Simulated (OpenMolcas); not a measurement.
**PbTe: a line through the functionals**

The species is PbTe (2 atoms), meant as a singlet with charge 0. As SMILES, `[Te][Pb]`. The coordinates come from a PBE0-D4/def2-TZVP relaxation.

The HOMO–LUMO gap y, in eV, basis def2-TZVPP with a core potential; a is the functional's share of exact exchange. Programs: OpenMolcas 26.06.

| functional | program | a | y (eV) |
| --- | --- | --- | --- |
| r2SCAN | OpenMolcas | 0 | 2.72 |
| BLYP | OpenMolcas | 0 | 2.36 |
| B3LYP | OpenMolcas | 0.2 | ? |
| PBE0 | OpenMolcas | 0.25 | 3.84 |
| BHLYP | OpenMolcas | 0.5 | 5.15 |

Q: Fit y = c + s·a to the known rows and predict B3LYP.

A: 
1. Means of the 4 rows: a = 0.1875, y = 3.518.
2. Σ(Δa)² = 0.17188, Σ(Δa·Δy) = 0.89688, so the slope is 0.89688/0.17188 = 5.2181.
3. Intercept: 3.518 − (5.2181) × 0.1875 = 2.540. The largest residual of the fit is 0.18.
4. B3LYP: 2.540 + (5.2181) × 0.2 = 3.58 eV.

The run gave 3.47 eV, so the prediction is off by +0.11 eV, within the scatter of the fit. Exact exchange lowers occupied levels and raises empty ones. The rows mix families of semi-local functionals, which the line can't see.
